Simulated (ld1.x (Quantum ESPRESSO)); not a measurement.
## Configuration tests for rhodium (Rh) (RRKJ)

Rh (Z = 45), norm-conserving RRKJ (Kleinman–Bylander form), made with ld1.x (Quantum ESPRESSO) 7.5 (PBEsol, fully relativistic). Core [Ar] 3d10, reference 4s2 4p6 4d7 5s0 5p0 (charge +2). Waves: 4s (bound): rc 1.45 bohr; 4p (bound): rc 1.30 bohr; 4d (bound): rc 1.75 bohr. Local part: the d channel. Core correction: a·sin(br)/r model core, default radius (core density twice the valence density). rho0 = 0.001.

Open shells are filled in proportion to 2j + 1 (rel_dist='average').

Energies are relative to the spin-unpolarised reference configuration 4s2 4p6 4d7 5s0 5p0; without spin polarisation the order of configurations can differ from experiment. The d channel is local and has no spin–orbit splitting in the pseudo-atom.

(1) Give the all-electron excitation energy and the error of the potential for: 4s2 4p6 4d8 5s1 5p0; 4s2 4p6 4d8 5s0 5p0; 4s2 4p6 4d6 5s0 5p0; 4s2 4p6 4d9 5s0 5p0; 4s2 4p6 4d7 5s1 5p1; 4s2 4p5 4d8 5s1 5p0; 4s2 4p6 4d8 5s0 5p1.

Levels in the configuration 4s2 4p6 4d8 5s0 5p0:

```
   level  all-electron (eV)  pseudo (eV)
4s j=1/2            -90.061      -90.060
4p j=1/2            -60.753      -60.749
4p j=3/2            -56.847      -56.843
4d j=3/2            -13.830      -13.583
4d j=5/2            -13.427      -13.583
```

The potential misses its own reference levels by up to 0.3 eV.

Results:

(1)

```csv
valence configuration,charge,ΔE all-electron (eV),error AE − PS (meV)
4s2 4p6 4d8 5s1 5p0,0,-26.973,-32
4s2 4p6 4d8 5s0 5p0,+1,-19.510,-3.6
4s2 4p6 4d6 5s0 5p0,+3,32.490,+1.9
4s2 4p6 4d9 5s0 5p0,0,-27.888,-11
4s2 4p6 4d7 5s1 5p1,0,-20.329,-45
4s2 4p5 4d8 5s1 5p0,+1,29.709,-44
4s2 4p6 4d8 5s0 5p1,0,-23.312,-13
```
